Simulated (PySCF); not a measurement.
# Ionisation energy of Kr⁺ by level of theory

Kr⁺ [Ar] 3d10 4s2 4p5 (2P) → Kr²⁺ [Ar] 3d10 4s2 4p4 (3P), as a difference of total energies. All numbers are calculated (PySCF 2.14, scalar relativity by spin-free X2C-1e, in aug-cc-pVDZ-DK (6s5p3d, 36 functions)). Correlated levels: valence: [Ar] 3d10 frozen. The calculations carry no spin-orbit coupling.

```csv
method,ionisation energy (eV)
UHF,23.276
MP2 (valence),23.887
SCS-MP2 (valence),23.861
CCSD (valence),23.860
CCSD(T) (valence),23.871
CCSDT (valence),23.871
```

**Question.** How much does correlation contribute at CCSD(T) (valence)?

**Answer.** 23.871 − (23.276) = 0.595 eV, measured against UHF.

A first-order spin-orbit estimate (lowest level to lowest level, LS coupling) adds -0.024 eV.

Errors of the correlated levels include the incompleteness of this basis and the frozen core.

For comparison: 24.360 eV (measured; NIST Atomic Spectra Database, ionization energies).
